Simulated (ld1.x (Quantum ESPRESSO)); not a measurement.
# Varying the TM semilocal potential for Os (Z = 76)

Base potential:

| Quantity | Value |
| --- | --- |
| Element | Os (Z = 76) |
| Generator | ld1.x (Quantum ESPRESSO) 7.5 |
| Type | norm-conserving Troullier–Martins (semilocal form) |
| Functional | PBEsol |
| Relativity | scalar-relativistic |
| Frozen core | [Kr] 4d10 4f14 |
| Valence charge | 16 |
| Reference configuration | 5s2 5p6 5d6 6s1.5 6p0 (charge +0.5) |
| Partial waves | 5s (bound): rc 1.55 bohr; 5p (bound): rc 1.55 bohr; 5d (bound): rc 1.65 bohr |
| Local potential | the d channel |
| Core correction | none |

Occupied shells without a wave of their own: 6s. They enter only through the test configuration that unscreens the potential.

Cutoffs, loose and tight: the cutoffs (Ry, on a coarse ladder) from which the occupation-weighted sum of valence levels, in a spherical-Bessel basis at the reference potential, stays within 10 and 1 mRy of its value at 400 Ry. They do not see the model core or the augmentation charge, which bear on the density cutoff. Test errors are all-electron minus pseudo excitation energies from the reference, over the configurations 5s2 5p6 5d6 6s2 6p0; 5s2 5p6 5d6 6s1 6p0; 5s2 5p6 5d6 6s0 6p0; 5s2 5p6 5d5 6s2 6p1; 5s2 5p6 5d7 6s1 6p0; 5s2 5p6 5d6 6s0 6p2; 5s2 5p6 5d6 6s0 6p1. A dash means not determined; rows that change the core or the reference have their own tests.

In the semilocal form every listed channel keeps its own potential, so the choice of the local channel does not act on these tests. It acts once the file is put into the separable form.

A semilocal file is local in each channel, so a ghost entry of none says nothing of the separable form that plane-wave codes build from it.

On the changes marked as counting shells twice: ld1.x takes every shell without a wave as core, so the model core holds the marked electrons as well and exchange and correlation see them twice. This cancels in the reference configuration, but the file is broken for other ones, and its errors say nothing about a proper core correction.

```tsv
change	outcome	cutoff, loose	cutoff, tight	bound ghosts	largest test error (meV)
base	generated, misses its reference levels by 2.07 eV	70 Ry	100 Ry	none	-4136
local potential the p channel	generated, misses its reference levels by 2.07 eV	70 Ry	100 Ry	none	-4136
wave 5p (bound): rc 1.55 bohr becomes 5p (bound): rc 2.14 bohr	generated, misses its reference levels by 2.07 eV	70 Ry	90 Ry	none	-4137
functional LDA (PZ)	generated, misses its reference levels by 2.09 eV	70 Ry	100 Ry	none	-4156
core correction a·sin(br)/r model core inside 1.74 bohr (6s counted twice)	generated, misses its reference levels by 2.07 eV	70 Ry	100 Ry	none	-4382
all radii scaled by about 0.75 (s 1.16, p 1.16, d 1.24 bohr)	generated, misses its reference levels by 0.20 eV	140 Ry	200 Ry	none	-403
wave 5d (bound): rc 1.65 bohr becomes 5d (bound): rc 1.14 bohr	generated, misses its reference levels by 2.07 eV	110 Ry	200 Ry	none	-4134
type RRKJ, which also changes the form from semilocal to separable; local potential the s channel; rho0 0.01	generated, misses its reference levels by 2.07 eV	70 Ry	110 Ry	none	-4137
```
